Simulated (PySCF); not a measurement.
## Basis-set dependence of CsF at MP2

PySCF, RHF reference; singlet, unpaired electrons none; De to Cs + F without counterpoise correction. Frozen cores follow the default of each basis and core potential.

```
     basis                           relativity  functions  Re (Å)  ωe (cm⁻¹)  De (eV)  frozen orbitals
  def2-SVP  scalar-relativistic core potentials         38   2.424        367     4.48                1
 def2-SVPD  scalar-relativistic core potentials         50   2.490        318     5.25                1
 def2-TZVP  scalar-relativistic core potentials         60   2.418        344     5.03                1
def2-TZVPP  scalar-relativistic core potentials         67   2.378        349     5.13                1
```

(1) How does each smaller set differ from the one with most functions, def2-TZVPP?

Measured (Huber and Herzberg, Constants of Diatomic Molecules (1979)): Re = 2.345351 Å, ωe = 352.56 cm⁻¹. Correlated steps freeze 1 core orbital. Correlated levels converge slowly with the basis: in double zeta they bind strong bonds too weakly, by up to about 1 eV, and carry superposition errors of some tenths. These are scalar-relativistic numbers at best; spin–orbit coupling would shift them, the dissociation energy most. Where the molecule has an RHF reference, its open-shell atoms are computed with UHF.

## Answers

(1) def2-SVP: +4.6 pm, +5.2 % in ωe, -0.65 eV in De; def2-SVPD: +11.2 pm, -8.9 % in ωe, +0.12 eV in De; def2-TZVP: +4.0 pm, -1.4 % in ωe, -0.10 eV in De. All at MP2; the set with most functions is neither the basis-set limit nor always the best.
